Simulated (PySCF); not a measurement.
Phosphorus tribromide, PBr₃.
Atom-mapped SMILES: `[Br:1][P:2]([Br:3])[Br:4]`

Geometry (PBE0-D3(BJ)/def2-SVP, Å), atoms numbered from 1 in this order:
```
atom  x, y, z in Å
Br1    1.505    0.726   -1.127
P2     0.418   -0.204    0.588
Br3   -1.202    1.297    0.946
Br4   -0.708   -1.837   -0.441
```

Method used: MP2 and CCSD/aug-cc-pVDZ in PySCF, restricted Hartree–Fock reference, 32 core orbitals frozen, non-relativistic, gas phase, PBE0-D3(BJ)/def2-SVP geometry.

E(HF) = -8057.96370 Eh.

(1) How large is the problem?

(2) What are the MP2 and CCSD correlation energies?

(3) What is the T1 diagnostic?

(4) How does correlation change the dipole moment?

Results:

(1) 135 basis functions and 120 electrons; 32 orbitals frozen, which leaves o = 28 correlated occupied and v = 75 virtual orbitals. That is o·v = 2100 singles and o·v(o·v + 1)/2 = 2206050 distinct closed-shell doubles amplitudes before symmetry; the costliest CCSD step grows as o²v⁴ = 2.5 × 10^10.

(2) MP2 -0.5405 Eh and CCSD -0.5705 Eh, which gives totals of -8058.50423 and -8058.53423 Eh. That is 0.277 eV for each correlated electron at CCSD (1498 kJ/mol in all, 0.007 % of the total energy); MP2 gives 94.7 % of the CCSD value.

(3) 0.0100, below the customary warning level of 0.02. It is the norm of the spatial-orbital singles amplitudes over the root of the number of correlated electrons, so the norm is 0.075.

(4) HF gives 0.52 D and CCSD (unrelaxed density) 0.41 D, a change of -0.11 D.

No triples correction and no basis-set extrapolation were made.
